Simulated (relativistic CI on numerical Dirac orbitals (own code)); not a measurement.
# Hyperfine structure of Zn XXVII, mass number 67

Calculated at this level of theory: Dirac-Coulomb-Breit CI, KLI orbitals optimised for each configuration, a model potential for QED, unscaled Slater integrals (own radial code, finite nucleus).

Configurations in the expansion (outside the closed core 1s2): 2s2, 2s 2p, 2p2, 2p 3s, 2p 3p, 2s 3s, 2s 3p, 2s 3d, 2s 4s, 2s 4p, 2s 4d, 2s 4f, 3s2, 3s 3p, 3p2. Levels of other configurations are missing.

Nuclear spin I = 5/2, μ = 0.87485 μN, Q = 0.122 b (tables of Stone and Pyykkö). The electronic factors are computed for point nuclear moments, without core polarisation or the Bohr-Weisskopf and QED corrections.

| Level | E (10³ cm⁻¹) | A (GHz) | B (GHz) |
| --- | --- | --- | --- |
| 2s 2p 3P°_1 | 461.0 | 154.4 | -4.88 |
| 2s 2p 3P°_2 | 641.0 | 86.05 | 11.1 |
| 2s 2p 1P°_1 | 967.9 | -13.84 | 10.4 |
| 2p2 3P_1 | 1299.1 | -1.769 | 5.5 |
| 2p2 3P_2 | 1361.4 | 32.07 | 1.63 |
| 2p2 1D_2 | 1586.3 | 20.27 | 9.31 |
| 2s 3s 3S_1 | 12169.1 | 187.7 | -0.00289 |
| 2s 3p 3P°_1 | 12373.6 | 159.1 | 0.109 |

Levels with J = 0, under 50 % of one LS term, or S terms without an open s electron are left out. Small factors come from cancelling terms and can be off by tens of per cent or more.

At this charge energies of transitions that change n are usually good to better than 1 %, and those within a shell (Δn = 0) to a few per cent.

Problem. Give the hyperfine levels of 2s 2p 3P°_1 relative to its centre of gravity.

Solution. With K = F(F + 1) − I(I + 1) − J(J + 1), E = AK/2 + B[¾K(K + 1) − I(I + 1)J(J + 1)]/[2I(2I − 1)J(2J − 1)]: F = 3/2: -543.8, F = 5/2: -150.5, F = 7/2: 384.8 GHz.

LS names give the leading component of a level, which can be under half, so a name can repeat, a term be missing and a line seem to break the LS rules.
